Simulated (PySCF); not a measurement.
Species: TeClF5.
Bonds: Te1–Cl2, Te1–F3, Te1–F4, Te1–F5, Te1–F6, Te1–F7.

The calculation used PySCF, PBE0-D3(BJ)/def2-SVP geometry optimisation, gas phase, def2 core potentials past Kr.

Q: List the bond lengths and angles at this level.

A: 
| bond | length (Å) |
| --- | --- |
| Te1–Cl2 | 2.300 |
| Te1–F3 | 1.875 |
| Te1–F4 and 3 like bonds | 1.884 |

Bonds in one row agree within 0.01 Å and their mean is given. A selection of angles:
| angle | degrees |
| --- | --- |
| Cl2–Te1–F3 | 179.9 |
| Cl2–Te1–F4 | 91.6 |
| F3–Te1–F4 | 88.6 |
| F3–Te1–F5 | 88.3 |
| F4–Te1–F5 | 176.9 |
| F4–Te1–F6 | 89.9 |

Te1 (tellurium bonded to Cl and 5 F) is octahedral (the three widest angles are 179.9°, 176.9° and 176.9°, the others run from 88.3° to 91.6°).

Point group: C4v (every atom within 0.08 Å of its image). Whether it is a minimum is left open (no frequencies).
